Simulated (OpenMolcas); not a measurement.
Ge⁺: effect of the basis set

* Program: OpenMolcas
* Method: SS-RASPT2, IPEA 0.25 Eh, imaginary shift 0.1 Eh (closed shells correlated: 3d)
* Active space: 3 electrons in 9 orbitals (RAS2 4s 4p; RAS3 4d, at most 2 electrons)
* State averaging: 2S+1 = 4 odd, 1 root (0 in the spin-orbit step); 2S+1 = 2 odd, 3 roots; 2S+1 = 4 even, 3 roots; 2S+1 = 2 even, 9 roots
* Spin-orbit coupling: RASSI with atomic mean-field integrals over the reference wave functions, term energies averaged over their components

A. ANO-RCC-VTZP [6s5p3d1f], DKH2, point nucleus; CASPT2 step about 6 core-seconds
B. ANO-R2 [6s5p4d3f1g], X2C, finite nucleus; CASPT2 step roughly 10 core-seconds
C. ANO-RCC [10s9p8d5f2g], DKH2, point nucleus; CASPT2 step roughly 27 core-seconds

Energies in cm⁻¹ above 4s² 4p ²P°_1/2, the measured ground level; measured values from NIST Handbook of Basic Atomic Spectroscopic Data.

| Level | A | B | C | Measured |
| --- | --- | --- | --- | --- |
| 4s² 4p ²P°_1/2 | 0.0 | 0.0 | 0.0 | 0.0 |
| 4s² 4p ²P°_3/2 | 1610 | 1608 | 1640 | 1767 |
| 4s 4p² ⁴P_1/2 | 50013 | 50629 | 51002 | 51576 |
| 4s 4p² ⁴P_3/2 | 50602 | 51218 | 51603 | 52291 |
| 4s 4p² ⁴P_5/2 | 51507 | 52119 | 52518 | 53367 |
| 4s 4p² ²D_3/2 | 69006 | 67565 | 64774 | 65016 |
| 4s 4p² ²D_5/2 | 69095 | 67671 | 64892 | 65185 |
| 4s 4p² ²S_1/2 | 87352 | 86093 | 85581 | 85891 |
| 4s 4p² ²P_1/2 | 92360 | 91268 | 90913 | 91016 |
| 4s 4p² ²P_3/2 | 93259 | 92162 | 91813 | 92123 |

Deviations, from unrounded energies. A percentage is the sum of absolute deviations over the sum of measured energies, with the sign that they share, or ± where signs differ.

```json
{"Against measurement": "mean absolute deviation (cm-1)", "Levels": "9", "A": "1900", "B": "1000", "C": "390"}
{"Against measurement": "fine structure of the ground term (%)", "Levels": "1", "A": "-8.9", "B": "-9.0", "C": "-7.2"}
{"Against measurement": "other configurations (%)", "Levels": "8", "A": "±3.0", "B": "±1.6", "C": "-0.6"}
```

C lies closest to measurement on these levels and A furthest from it. The largest miss of C in the table is 4s 4p² ⁴P_5/2, by -850 cm-1. The ranking rests on the paired levels alone, and a cruder setting can come out closer through cancelling errors.

Among A to C the level of the table that moves most is 4s 4p² ²D_3/2, by 4200 cm-1 (lowest in C, highest in A).

Some high roots are left out of the spin-orbit mixing, which shifts the levels that they would mix with. Active for correlation alone: 4d; no level in the range computed is led by a configuration that fills it, so any true level of that kind is missing. Some terms mix strongly with configurations of 4d, whose occupation reaches 0.17 (4s 4p² ²D) (figures for B; the like holds for C). Measured partners are found by configuration, term and J. A level has none where our copy of the source lacks it or the pairing is in doubt (some pairs that miss far off the trend of their configuration count as doubtful), and it then counts in no deviation. Only configurations of the active space appear.

° marks odd parity.
